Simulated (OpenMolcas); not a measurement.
## neutral cobalt: CASPT2 settings compared

| Quantity | Value |
| --- | --- |
| Program | OpenMolcas |
| Basis | ANO-RCC-VQZP [7s6p4d3f2g1h] |
| Scalar Hamiltonian | DKH2, point nucleus |
| Active space | 9 electrons in 6 orbitals (3d 4s) |
| State averaging | 2S+1 = 4 even, 17 roots; 2S+1 = 2 even, 35 roots (28 in the spin-orbit step) |
| Spin-orbit coupling | state interaction with AMFI integrals over the reference wave functions, term energies averaged over their components |

Methods on the same reference wave functions:
A. CASSCF
B. SS-CASPT2, IPEA 0.2 Eh, imaginary shift 0.3 Eh (closed shells correlated: 2s 2p 3s 3p)
C. MS-CASPT2, IPEA 0.2 Eh, imaginary shift 0.3 Eh (closed shells correlated: 2s 2p 3s 3p)

Energies in cm⁻¹ above 3d⁷ 4s² ⁴F_9/2, the measured ground level; measured values from NIST Handbook of Basic Atomic Spectroscopic Data.

```tsv
Level	A	B	C	Measured
3d⁷ 4s² ⁴F_9/2	0.0	0.0	0.0	0.0
3d⁷ 4s² ⁴F_7/2	785	772	772	816
3d⁷ 4s² ⁴F_5/2	1353	1342	1342	1407
3d⁷ 4s² ⁴F_3/2	1738	1733	1733	1809
3d⁷ 4s² ²G_9/2	13181	19990	19990	
3d⁷ 4s² ²G_7/2	13946	20770	20770	
3d⁷ 4s² ²P_3/2	16712	22830	22830	
3d⁷ 4s² ²P_1/2	17627	23560	23560	
3d⁷ 4s² ⁴P_5/2	18078	14460	14460	13795
3d⁸ 4s ⁴F_9/2	18918	7630	7630	3483
3d⁷ 4s² ⁴P_3/2	18989	14770	14770	14036
3d⁷ 4s² ⁴P_1/2	19135	15090	15090	14399
3d⁸ 4s ⁴F_7/2	19666	8380	8380	4143
3d⁸ 4s ⁴F_5/2	20247	8960	8960	4690
3d⁸ 4s ⁴F_3/2	20663	9380	9380	5076
```

Deviations, from unrounded energies. A percentage is the sum of absolute deviations over the sum of measured energies, with the sign that they share, or ± where signs differ.

```tsv
Against measurement	Levels	A	B	C
mean absolute deviation (cm-1)	10	7600	1900	1900
fine structure of the ground term (%)	3	-3.9	-4.6	-4.6
other terms of the ground configuration (%)	3	+33.1	+4.9	+4.9
other configurations (%)	4	+357.1	+97.5	+97.5
```

B, C lie about equally close to measurement and A furthest from it. The largest miss of B in the table is 3d⁸ 4s ⁴F_3/2, by +4300 cm-1. The ranking rests on the paired levels alone, and a cruder setting can come out closer through cancelling errors.

Between B and C no level of the table moves by more than 5 cm-1.

The two smallest mean deviations differ by little beside CASPT2's spread within terms, so their order carries little weight.

From A to B the spin-free energies of the other terms of 3d⁷ 4s² shown, above ⁴F, scale by factors of 0.79 to 1.54.

The lowest spin-free term lies below A's lowest term by 0.799 hartree in B, 0.799 hartree in C.

CASPT2 does not keep the components of a term degenerate, so their means are used; among the terms shown or strongly mixed into the levels shown the widest spread is 2000 cm-1 (3d⁸ 4s ⁴F, C). Some high roots are left out of the spin-orbit mixing, which shifts the levels that they would mix with. A single d shell beside an s shell can misplace configurations of different d count against each other. Without dynamic correlation excited terms often stand tens of per cent too high (terms of higher spin than the ground term too low), and those without a measured partner can miss by more than the paired ones (holds for A). Computed and measured levels are paired by configuration, term and J; levels that our copy of the source lacks, or whose pairing is in doubt (as where it misses far off the trend of its configuration), stay unpaired and out of the deviations. Only configurations of the active space appear. The table leaves out levels that lie high or whose names do not pair safely across all columns.
